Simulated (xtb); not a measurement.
N2, charge +1, doublet, at a GFN2-xTB geometry (a state made from the parent by changing its charge; the spin is typed, not shown lowest); GFN-FF (xtb 6.7.1).

Here is a job for xtb.
```
$ xtb mol.xyz --gfnff --chrg 1 --uhf 1 --json

# file mol.xyz
2

N     -0.00000000    -0.00000000    -0.53416778
N      0.00000000     0.00000000     0.53416778
```

Q: Write the output that xtb gives for this input, abridged.

A: 
```
   ID    Z sym.   atoms
    1    7 N      1, 2

           -------------------------------------------------
          |                Calculation Setup                |
           -------------------------------------------------

          ==================== Thresholds ====================
          CN  :   150.00000
          rep :   500.00000
          disp:  2500.00000
          HB1 :   250.00000
          HB2 :   450.00000

          Pauling EN used:
          Z : 7  EN :  3.04
          electric field strengths (au): 0.000

           -------------------------------------------------
          |           Force Field Initialization            |
           -------------------------------------------------

          distances ...
          ----------------------------------------
          generating topology and atomic info file ...
          pair mat ...
          computing topology distances matrix with Floyd-Warshall algo ...
          making topology EEQ charges ...
          #fragments for EEQ constrain: 1
          ----------------------------------------
          generating topology and atomic info file ...
          pair mat ...
          computing topology distances matrix with Floyd-Warshall algo ...
          making topology EEQ charges ...
          #fragments for EEQ constrain: 1
          rings ...
          # BATM   0
          # H in HB   0
          doing iterative Hueckel for 1 subsystem(s) ...

  atom   neighbors  erfCN metchar sp-hybrid imet pi  qest     coordinates
    1  N       1    0.98   0.00         1    0    1   0.500   -0.000000   -0.000000   -1.009431
    2  N       1    0.98   0.00         1    0    1   0.500    0.000000    0.000000    1.009431

          #atoms :   2
          #bonds :   1
          #angl  :   0
          #tors  :   0
          #nmol  :   1
          #optfrag :   1
           -------------------------------------------------
          |                   G F N - F F                   |
          |          A general generic force-field          |
          |                  Version 1.0.3                  |
           -------------------------------------------------
          Number of HB bonds (bound hydrogen)     0
          Number of HB bonds (unbound hydrogen)   0
          Number of XB bonds                      0

         :::::::::::::::::::::::::::::::::::::::::::::::::::::
         ::                     SUMMARY                     ::
         :::::::::::::::::::::::::::::::::::::::::::::::::::::
         :: total energy               1.368206221069 Eh    ::
         :: gradient norm              0.359046770216 Eh/a0 ::
         ::.................................................::
         :: bond energy               -0.330982517446 Eh    ::
         :: angle energy               0.000000000000 Eh    ::
         :: torsion energy             0.000000000000 Eh    ::
         :: repulsion energy           0.042737631808 Eh    ::
         :: electrostat energy         1.656612364278 Eh    ::
         :: dispersion energy         -0.000161257571 Eh    ::
         :: HB energy                  0.000000000000 Eh    ::
         :: XB energy                  0.000000000000 Eh    ::
         :: bonded atm energy          0.000000000000 Eh    ::
         :: external energy            0.000000000000 Eh    ::
         :: add. restraining           0.000000000000 Eh    ::
         :: total charge               1.000000000000 e     ::
         :::::::::::::::::::::::::::::::::::::::::::::::::::::

           -------------------------------------------------
          |                Property Printout                |
           -------------------------------------------------

molecular dipole:
                 x           y           z       tot (Debye)
 q only:        0.000       0.000      -0.000       0.000

           -------------------------------------------------
          | TOTAL ENERGY                1.368206221069 Eh   |
          | GRADIENT NORM               0.359046770216 Eh/α |
           -------------------------------------------------
########################################################################
[WARNING] Runtime exception occurred
-1- gfnff_setup: Could not read topology file.
########################################################################

normal termination of xtb
```
